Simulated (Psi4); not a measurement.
CH4Al, doublet, geometry from GFN2-xTB (such geometries of metal compounds can be far from the true shape) (the spin is typed, not shown lowest); MP2/3-21G (Psi4).

Here is a job for Psi4.
```
memory 2 GB

molecule {
0 2
  Al   -0.25938545   -0.75214375   -0.12018737
  C     0.48446229    1.07227152    0.27095453
  H     0.30438004    1.37560530    1.30985890
  H     0.05669362    1.85748580   -0.36295771
  H     1.57107571    1.10460145    0.12062044
  H    -1.46691236   -0.99345282   -1.13081309
}

set basis 3-21g
set reference uhf
set freeze_core true

energy('mp2')
print_variables()
```

What the program printed (banner, timings and long lists left out):

```
    SCF Algorithm Type (re)set to DF.

   => Loading Basis Set <=

    Name: 3-21G
    Role: ORBITAL
    Keyword: BASIS

         ---------------------------------------------------------
                                   SCF
               by Justin Turney, Rob Parrish, Andy Simmonett
                          and Daniel G. A. Smith
                              UHF Reference
         ---------------------------------------------------------

  ==> Geometry <==

    Molecular point group: c1
    Full point group: C1

    Geometry (in Angstrom), charge = 0, multiplicity = 2:

       Center              X                  Y                   Z               Mass
    ------------   -----------------  -----------------  -----------------  -----------------
         AL          -0.242734757997    -0.657838678688    -0.118904671301    26.981538530000
         C            0.501112982003     1.166576591312     0.272237228699    12.000000000000
         H            0.321030732003     1.469910371312     1.311141598699     1.007825032230
         H            0.073344312003     1.951790871312    -0.361675011301     1.007825032230
         H            1.587726402003     1.198906521312     0.121903138699     1.007825032230
         H           -1.450261667997    -0.899147748688    -1.129530391301     1.007825032230

  Running in c1 symmetry.

  Rotational constants: A =      3.53137  B =      0.35959  C =      0.34731 [cm^-1]
  Rotational constants: A = 105867.70302  B =  10780.15218  C =  10412.01885 [MHz]
  Nuclear repulsion =   43.742646131512544

  Charge       = 0
  Multiplicity = 2
  Electrons    = 23
  Nalpha       = 12
  Nbeta        = 11

  ==> Algorithm <==

  SCF Algorithm Type is DF.
  DIIS enabled.
  MOM disabled.
  Fractional occupation disabled.
  Guess Type is SAD.
  Energy threshold   = 1.00e-08
  Density threshold  = 1.00e-08
  Integral threshold = 1.00e-12

  ==> Primary Basis <==

  Basis Set: 3-21G
    Blend: 3-21G
    Number of shells: 20
    Number of basis functions: 30
    Number of Cartesian functions: 30
    Spherical Harmonics?: false
    Max angular momentum: 1

   => Loading Basis Set <=

    Name: (3-21G AUX)
    Role: JKFIT
    Keyword: DF_BASIS_SCF

  ==> Integral Setup <==

  SCF_SUBTYPE=INCORE selected. In-core MEM_DF algorithm will be used.
  Using in-core AOs.

  ==> MemDFJK: Density-Fitted J/K Matrices <==

    J tasked:                   Yes
    K tasked:                   Yes
    wK tasked:                   No
    Algorithm:                 Core
    Schwarz Cutoff:           1E-12
    Mask sparsity (%):       0.2222
    Fitting Condition:        1E-10

   => Auxiliary Basis Set <=

  Basis Set: (3-21G AUX)
    Blend: DEF2-UNIVERSAL-JKFIT
    Number of shells: 87
    Number of basis functions: 324
    Number of Cartesian functions: 324
    Spherical Harmonics?: false
    Max angular momentum: 4

  Minimum eigenvalue in the overlap matrix is 3.4092028860E-02.
  Reciprocal condition number of the overlap matrix is 7.9838378062E-03.
    Using symmetric orthogonalization.

  ==> Pre-Iterations <==

  SCF Guess: Superposition of Atomic Densities via on-the-fly atomic UHF (no occupation information).

   -------------------------
    Irrep   Nso     Nmo
   -------------------------
     A         30      30
   -------------------------
    Total      30      30
   -------------------------

  ==> Iterations <==

                           Total Energy        Delta E     RMS |[F,P]|

   @DF-UHF iter SAD:  -279.69326252494562   -2.79693e+02   0.00000e+00
   @DF-UHF iter   1:  -280.47619499336901   -7.82932e-01   9.55415e-03 ADIIS/DIIS
   @DF-UHF iter   2:  -280.51683195343446   -4.06370e-02   4.24271e-03 ADIIS/DIIS
   @DF-UHF iter   3:  -280.52508618666332   -8.25423e-03   5.39159e-04 ADIIS/DIIS
   @DF-UHF iter   4:  -280.52546677432230   -3.80588e-04   1.04990e-04 ADIIS/DIIS
   @DF-UHF iter   5:  -280.52548318783431   -1.64135e-05   2.48381e-05 DIIS
[...]

    Alpha Occupied:

[...]
    Alpha Virtual:

[...]
    Beta Occupied:

[...]
    Beta Virtual:

[...]
      30A      1.963129

    Final Occupation by Irrep:
              A
    DOCC [    11 ]
    SOCC [     1 ]
    NA   [    12 ]
    NB   [    11 ]

  @DF-UHF Final Energy:  -280.52548488912782

   => Energetics <=

    Nuclear Repulsion Energy =             43.7426461315125437
    One-Electron Energy =                -475.3590356893366220
    Two-Electron Energy =                 151.0909046686962256
    Total Energy =                       -280.5254848891278243

  UHF NO Occupations:
  HONO-2 :   10  A 1.9998421
  HONO-1 :   11  A 1.9993739
  HONO-0 :   12  A 1.0000000
  LUNO+0 :   13  A 0.0006261
  LUNO+1 :   14  A 0.0001579
  LUNO+2 :   15  A 0.0000268
  LUNO+3 :   16  A 0.0000123

Computation Completed

Properties will be evaluated at   0.000000,   0.000000,   0.000000 [a0]

Properties computed using the SCF density matrix

 Multipole Moments:

 ------------------------------------------------------------------------------------
     Multipole            Electronic (a.u.)      Nuclear  (a.u.)        Total (a.u.)
 ------------------------------------------------------------------------------------

 L = 1.  Multiply by 2.5417464519 to convert [e a0] to [Debye]
 Dipole X            :         -0.5680702            0.7237005            0.1556303
 Dipole Y            :         -4.0655635            4.0988476            0.0332841
 Dipole Z            :          0.0742465            0.0557507            0.1299971
 Magnitude           :                                                    0.2054942

 ------------------------------------------------------------------------------------

  //>>>>>>>>>>>>>>>>>>>>>>>>>>>>>>>>>>>//
  //               DFMP2               //
  //<<<<<<<<<<<<<<<<<<<<<<<<<<<<<<<<<<<//

   => Loading Basis Set <=

    Name: (3-21G AUX)
    Role: RIFIT
    Keyword: DF_BASIS_MP2

	 --------------------------------------------------------
	                          DF-MP2
	      2nd-Order Density-Fitted Moller-Plesset Theory

	        Rob Parrish, Justin Turney, Andy Simmonett,
	           Ed Hohenstein, and C. David Sherrill
	 --------------------------------------------------------

	 --------------------------------------------------------
	                 NBF =    30, NAUX =   166
	 --------------------------------------------------------
	   CLASS    FOCC     OCC    AOCC    AVIR     VIR    FVIR
	   ALPHA       6      12       6      18      18       0
	    BETA       6      11       5      19      19       0
	 --------------------------------------------------------

	-----------------------------------------------------------
	 ==================> DF-MP2 Energies <====================
	-----------------------------------------------------------
	 Reference Energy          =    -280.5254848891278243 [Eh]
	 Singles Energy            =      -0.0000000000000000 [Eh]
	 Same-Spin Energy          =      -0.0203939380030743 [Eh]
	 Opposite-Spin Energy      =      -0.0986290990469255 [Eh]
	 Correlation Energy        =      -0.1190230370499999 [Eh]
	 Total Energy              =    -280.6445079261778233 [Eh]
	-----------------------------------------------------------
	 ================> DF-SCS-MP2 Energies <==================
	-----------------------------------------------------------
	 SCS Same-Spin Scale       =       0.3333333333333333 [-]
	 SCS Opposite-Spin Scale   =       1.2000000000000000 [-]
	 SCS Same-Spin Energy      =      -0.0067979793343581 [Eh]
	 SCS Opposite-Spin Energy  =      -0.1183549188563107 [Eh]
	 SCS Correlation Energy    =      -0.1251528981906688 [Eh]
	 SCS Total Energy          =    -280.6506377873184874 [Eh]
	-----------------------------------------------------------

  Variable Map:
  ----------------------------------------------------------------------------
[...]
  Array Variable Map:
  ----------------------------------------------------------------------------
[...]
[...]
```
